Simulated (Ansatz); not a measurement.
`C[CH]1[O][SbH]1` and `[CH2]1[O][SbH]1` differ in one atom or group.

Ansatz, PBE0-D4/def2-TZVP geometries, multiplicity 1. 

Elements past krypton have def2 core potentials.  Spin–orbit coupling is left out; it splits and shifts lone-pair levels of the heavy atoms by tenths of an eV.

```
                                                                                  property  `C[CH]1[O][SbH]1`
                                          size of the dipole moment (B3LYP/def2-TZVPP) / D               1.96
                                                         HOMO energy (PBE/def2-TZVPP) / eV              -5.56
                                                       HOMO energy (B3LYP/def2-TZVPP) / eV              -6.36
                                            size of the dipole moment (PBE/def2-TZVPP) / D               1.80
ideal-gas entropy at 298 K and 1 bar (rigid rotor, harmonic PBE0-D4/def2-TZVP) / J/(mol·K)                314
                                        size of the dipole moment (ωB97M-V/def2-TZVPP) / D               1.98
```

(1) What does the change do to each property? (Estimate.)

## Answers

(1) Ansatz gave: 
| property | `[CH2]1[O][SbH]1` | shift |
| --- | --- | --- |
| size of the dipole moment (B3LYP/def2-TZVPP) / D | 2.06 | 0.10 |
| HOMO energy (PBE/def2-TZVPP) / eV | -5.90 | -0.34 |
| HOMO energy (B3LYP/def2-TZVPP) / eV | -6.70 | -0.34 |
| size of the dipole moment (PBE/def2-TZVPP) / D | 1.87 | 0.07 |
| ideal-gas entropy at 298 K and 1 bar (rigid rotor, harmonic PBE0-D4/def2-TZVP) / J/(mol·K) | 283 | -31 |
| size of the dipole moment (ωB97M-V/def2-TZVPP) / D | 2.08 | 0.10 |

With PBE0 the HOMO falls by 0.35 eV and the LUMO falls by 0.10 eV, so the gap widens by about 0.25 eV. PBE moves the HOMO by -0.34 eV and ωB97M-V by -0.38 eV. The zero-point energy changes by -73.8 kJ/mol with -9 modes. Dipoles are sizes alone; their direction can turn.

Positive LUMOs are unbound, so they and the gaps depend on the basis.

B3LYP here is the variant with VWN-RPA as its local correlation; programs differ in this.
